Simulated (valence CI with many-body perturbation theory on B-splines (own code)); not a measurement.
Which ion has this spectrum?

A relativistic CI+MBPT calculation for an atom or ion with 15 electrons gives these levels (eV):

| J | Parity | E | g |
| --- | --- | --- | --- |
| 3/2 | odd | 0.00 | 1.33 |
| 3/2 | even | 262.24 | 0.78 |
| 5/2 | even | 408.86 | 1.19 |
| 3/2 | odd | 568.23 | 1.45 |
| 5/2 | odd | 581.30 | 1.18 |
| 1/2 | odd | 598.97 | 0.64 |
| 5/2 | even | 774.70 | 1.45 |
| 3/2 | even | 806.61 | 1.14 |
| 1/2 | even | 810.57 | 1.99 |
| 5/2 | even | 826.99 | 0.96 |
| 1/2 | even | 831.10 | 0.23 |
| 3/2 | even | 831.90 | 0.90 |
| 7/2 | even | 840.82 | 1.01 |
| 5/2 | even | 875.46 | 1.14 |

The energies are calculated, and their last digits are not significant.

Q: Which is it?
A. Tl66+
B. Hg65+
C. At70+
D. Pb67+

A: D. Pb67+, ground level (3s^2 3p1/2^2 3p3/2) J=3/2.
